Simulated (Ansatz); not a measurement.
Pulling on the C3–H4 bond in C2H3B (SMILES BC#C) (multiplicity 1 held, fragments rigid). Energies count from the point at 1.064 Å.
Geometry at that point (charge 0, multiplicity 1):
```
atom    x (Å)    y (Å)    z (Å)
----  -------  -------  -------
B     -1.1934  -0.0518  -0.7150
C      0.0924   0.0040   0.0554
C      1.1293   0.0490   0.6766
H      2.0411   0.0886   1.2230
H     -1.9546   0.8608  -0.6666
H     -1.4500  -1.0086  -1.3734
```

Signs of static correlation in cc-pVDZ, from Ansatz (a quantum-chemistry and plane-wave program) runs.

```
R (Å)  T1 of restricted CCSD  ⟨S²⟩ of UHF  largest double amplitude of restricted CCSD
-----  ---------------------  -----------  -------------------------------------------
0.851                  0.014        0.000                                        0.081
0.957                  0.014        0.000                                        0.081
1.064                  0.014        0.000                                        0.080
1.170                  0.014        0.000                                        0.080
1.276                  0.014        0.000                                        0.080
1.436                  0.014        0.000                                        0.079
1.596                  0.015        0.149                                        0.079
1.862                  0.018            …                                        0.187
2.127                  0.023            …                                        0.302
2.447                  0.033        1.327                                        0.448
2.872                  0.047        1.389                                        0.636
3.404                  0.060        1.407                                        0.805
```

Problem. Fill in the missing entries.

Solution. 
- 1.862, ⟨S²⟩ of UHF: 0.872
- 2.127, ⟨S²⟩ of UHF: 1.180

Doubts at one or more of the structures used: a restricted determinant that unrestricted orbitals would lower (R-CCSD(T)/cc-pVDZ); other coupled-cluster roots lie near (R-CCSD(T)/cc-pVDZ); T1 above 0.05 (R-CCSD(T)/cc-pVDZ, U-CCSD(T)/cc-pVDZ); a spin-contaminated determinant (U-CCSD(T)/cc-pVDZ); the program's own flag: large difference (U-CCSD(T)/cc-pVDZ).
